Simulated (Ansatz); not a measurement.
A structure drawn as `CC1(Cl)CB1F`, with this starting geometry:

```xyz
11

C    -0.879    0.605    0.968
C     0.396    0.033    0.300
Cl    1.885    0.088    1.253
C     0.605    0.248   -1.149
B     0.260   -1.293   -0.588
F     0.057   -2.716   -0.794
H    -1.046    0.009    1.891
H    -0.738    1.634    1.177
H    -1.767    0.421    0.238
H     1.569    0.338   -1.569
H    -0.341    0.633   -1.726
```

Total charge 0; spin multiplicity 1.

Problem. Does it keep its bonds when Ansatz relaxes it at PBE-D4/def2-SVP and then PBE0-D4/def2-TZVP?

Solution. Yes, every drawn bond is still there and no new one forms.

Problem. Give the relaxed structure. (Estimate.)

Solution. The calculation gave: 
Z-matrix (Å, degrees):
```
C
C 1 1.498
H 1 1.094 2 110.8
H 1 1.093 2 110.1 3 119.9
H 1 1.091 2 110.9 3 -120.7
Cl 2 1.779 1 113.2 3 60.2
C 2 1.574 1 118.7 3 -76.3
B 2 1.522 1 129.1 3 -147.5
H 7 1.087 2 118.3 1 127.6
H 7 1.088 2 112.8 1 -7.4
F 8 1.305 2 148.1 1 -84.8
```
All modes are real.

Atoms count as bonded under 1.1 times the sum of their covalent radii (H–H under 0.85 Å, pairs among N, O and F under 1.55 Å), and a drawn bond as lost past 1.3 times.
